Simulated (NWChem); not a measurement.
Program: NWChem. System: CH5FSi, charge 0, spin multiplicity 1, at a geometry optimised with PBE0/def2-SVP. The structure started from a generated list of species. Level: G0W0@PBE0/def2-TZVP, RI basis def2-tzvp-rifit.

Job file:

```
start mol
memory heap 200 mb stack 700 mb global 1700 mb
geometry units angstroms nocenter noautoz
  F     -1.453541    -0.771132     0.000000
  C     -0.789340     0.438115     0.000000
  Si     1.090208     0.146042     0.000000
  H     -1.095439     1.019681    -0.888370
  H     -1.095439     1.019681     0.888370
  H      1.482326    -0.622237     1.217131
  H      1.482326    -0.622237    -1.217131
  H      1.781212     1.472018     0.000000
  symmetry group Cs
end
basis spherical
  * library def2-tzvp
end
basis "ri basis" bse spherical
  * library def2-tzvp-rifit
end
dft
  xc pbe0
  iterations 100
  direct
  tolerances tight
end
task dft energy
gw
  states alpha occ 4 vir 2
end
task dft gw
```

Output (cleaned and shortened):

```
             Northwest Computational Chemistry Package (NWChem) 7.3.0
             --------------------------------------------------------

                                NWChem Input Module
                                -------------------

 Scaling coordinates for geometry "geometry" by  1.889725989
 (inverse scale =  0.529177249)

 Turning off AUTOSYM since
 SYMMETRY directive was detected!

                             Geometry "geometry" -> ""
                             -------------------------

 Output coordinates in angstroms (scale by  1.889725989 to convert to a.u.)

  No.       Tag          Charge          X              Y              Z
 ---- ---------------- ---------- -------------- -------------- --------------
    1 F                    9.0000    -1.45354100    -0.77113200     0.00000000
    2 C                    6.0000    -0.78934000     0.43811500     0.00000000
    3 Si                  14.0000     1.09020800     0.14604200     0.00000000
    4 H                    1.0000    -1.09543900     1.01968100    -0.88837000
    5 H                    1.0000    -1.09543900     1.01968100     0.88837000
    6 H                    1.0000     1.48232600    -0.62223700     1.21713100
    7 H                    1.0000     1.48232600    -0.62223700    -1.21713100
    8 H                    1.0000     1.78121200     1.47201800     0.00000000

 Effective nuclear repulsion energy (a.u.)     109.5069600358

            Nuclear Dipole moment (a.u.)
            ----------------------------
        X                 Y               Z
 ---------------- ---------------- ----------------
    -0.0000207870    -0.0000075589     0.0000000000

      Symmetry information
      --------------------

 Group name             Cs
 Group number              2
 Group order               2
 No. of unique centers     6

      Symmetry unique atoms

     1    2    3    4    6    8


 Summary of "ao basis" -> "" (spherical)
 ------------------------------------------------------------------------------
       Tag                 Description            Shells   Functions and Types
 ---------------- ------------------------------  ------  ---------------------
 *                         def2-tzvp                  on all atoms

 new library libraries.bse/

 Summary of "ri basis" -> "" (spherical)
 ------------------------------------------------------------------------------
       Tag                 Description            Shells   Functions and Types
 ---------------- ------------------------------  ------  ---------------------
 *                      def2-tzvp-rifit               on all atoms

                                 NWChem DFT Module
                                 -----------------

 Summary of "ao basis" -> "ao basis" (spherical)
 ------------------------------------------------------------------------------
       Tag                 Description            Shells   Functions and Types
 ---------------- ------------------------------  ------  ---------------------
 F                         def2-tzvp                11       31   5s3p2d1f
 C                         def2-tzvp                11       31   5s3p2d1f
 Si                        def2-tzvp                13       37   5s5p2d1f
 H                         def2-tzvp                 4        6   3s1p

 Summary of "ao basis" -> "ao basis" (spherical)
 ------------------------------------------------------------------------------
       Tag                 Description            Shells   Functions and Types
[...]
    37     -0.252564  2 C  px                40     -0.220853  2 C  px
     9      0.218563  1 F  px                12      0.178891  1 F  px
     7     -0.110512  1 F  py                68     -0.106653  3 Si px
    74      0.103066  3 Si px                38      0.097831  2 C  py

 Vector   18  Occ=0.000000D+00  E= 1.864952D-02  Symmetry=a'
              MO Center=  9.9D-01,  3.1D-01,  9.9D-18, r^2= 5.9D+00
   Bfn.  Coefficient  Atom+Function         Bfn.  Coefficient  Atom+Function
  ----- ------------  ---------------      ----- ------------  ---------------
    36      2.584163  2 C  s                 80      1.516515  3 Si px
   102     -0.745952  4 H  s                108     -0.745952  5 H  s
    67     -0.722581  3 Si s                 43      0.537386  2 C  px
    77      0.375983  3 Si px               114     -0.364964  6 H  s
   120     -0.364964  7 H  s                126     -0.355001  8 H  s

 Vector   19  Occ=0.000000D+00  E= 3.305861D-02  Symmetry=a'
              MO Center=  3.5D-01,  6.1D-02,  1.0D-13, r^2= 4.4D+00
   Bfn.  Coefficient  Atom+Function         Bfn.  Coefficient  Atom+Function
  ----- ------------  ---------------      ----- ------------  ---------------
    81      1.091710  3 Si py               126     -0.881216  8 H  s
   114      0.636781  6 H  s                120      0.636781  7 H  s
     5      0.449889  1 F  s                 43      0.360017  2 C  px
    67     -0.354536  3 Si s                 36     -0.251753  2 C  s
    78      0.207908  3 Si py                35     -0.201635  2 C  s

 Vector   20  Occ=0.000000D+00  E= 5.001894D-02  Symmetry=a"
              MO Center=  1.1D+00,  6.2D-01, -8.0D-14, r^2= 4.3D+00
   Bfn.  Coefficient  Atom+Function         Bfn.  Coefficient  Atom+Function
  ----- ------------  ---------------      ----- ------------  ---------------
    82      1.757202  3 Si pz               114     -1.219776  6 H  s
   120      1.219776  7 H  s                 45     -0.551223  2 C  pz
    79      0.231928  3 Si pz               102     -0.219924  4 H  s
   108      0.219924  5 H  s                 89      0.139819  3 Si d -1
    84      0.129878  3 Si d -1              76      0.083169  3 Si pz

 center of mass
 --------------
 x =  -0.11841719 y =  -0.08922342 z =   0.00000000

 moments of inertia (a.u.)
 ------------------
          84.603372615042         -71.213307648706           0.000000000000
         -71.213307648706         340.104185002596           0.000000000000
           0.000000000000           0.000000000000         392.019796948237

     Multipole analysis of the density
     ---------------------------------

     L   x y z        total         alpha         beta         nuclear
     -   - - -        -----         -----         ----         -------
     0   0 0 0     -0.000000    -17.000000    -17.000000     34.000000

     1   1 0 0      0.182588      0.091305      0.091305     -0.000021
     1   0 1 0      0.573927      0.286967      0.286967     -0.000008
     1   0 0 1      0.000000      0.000000      0.000000      0.000000

     2   2 0 0    -21.296466    -98.782810    -98.782810    176.269155
     2   1 1 0     -1.630130    -16.501335    -16.501335     31.372540
     2   1 0 1     -0.000000     -0.000000     -0.000000      0.000000
     2   0 2 0    -20.224464    -31.222148    -31.222148     42.219832
     2   0 1 1      0.000000      0.000000      0.000000      0.000000
     2   0 0 2    -19.552885    -17.884934    -17.884934     16.216982

 Task  times  cpu:        9.9s     wall:        9.9s

                                NWChem Input Module
                                -------------------

                                 NWChem GW Module
                                 ----------------

                             ***********************
                             ***        GW       ***
                             ***********************

 Summary of "ri basis" -> "ri basis" (spherical)
 ------------------------------------------------------------------------------
       Tag                 Description            Shells   Functions and Types
 ---------------- ------------------------------  ------  ---------------------
 F                      def2-tzvp-rifit             22       76   8s6p4d3f1g
 C                      def2-tzvp-rifit             22       76   8s6p4d3f1g
 Si                     def2-tzvp-rifit             29      113   9s7p6d5f2g
 H                      def2-tzvp-rifit              7       15   4s2p1d

                 Memory Information
                 ------------------
          Available GA per process is          1699.9 MBs
          Available stack per process is        700.0 MBs
          Available heap per process is           0.0 MBs

          Peak memory in Initialization
              Peak GA per process is                  7.4 MBs
              Peak stack per process is               0.2 MBs
              Peak heap per process is                7.8 MBs
              Memory not in MA per process            0.0 MBs

          Peak memory in AFF Calculation
              Peak GA per process is                 38.9 MBs
              Peak stack per process is              27.7 MBs
              Peak heap per process is                0.0 MBs
              Memory not in MA per process           27.7 MBs

          Computing 2-center integrals
          Computing Inverse Cholesky factor
          Computing 3-center integrals
          Computing V_xc ...

          Computing Sigma_x
          Computing RPA polarizability
          Solving quasiparticle equations

                  Alpha Orbitals
          State     Energy (eV)     Error (eV)
          -----------------------------------
@GW        14        -12.852           0.002
@GW        15        -12.399           0.002
@GW        16        -12.122           0.002
@GW        17        -11.016           0.002
@GW        18          2.399           0.004
@GW        19          3.047           0.005

   Applying  -2.3255 eV scissor-shift to rest of particle states

   Applying   1.8916 eV scissor-shift to rest of hole states

     GW Timing Statistics
   ------------------------
   Init.   :          0.1s
     ERIs  :          0.8s
     Distr.:          0.0s
     Vxc   :          1.3s
   Sigma_x :          0.0s
   RPA     :          1.2s
   Wmn     :          0.0s
   Sigma_c :          0.0s
   GW total:          3.5s

 Task  times  cpu:        3.5s     wall:        3.5s

 Total times  cpu:       13.4s     wall:       13.4s
```
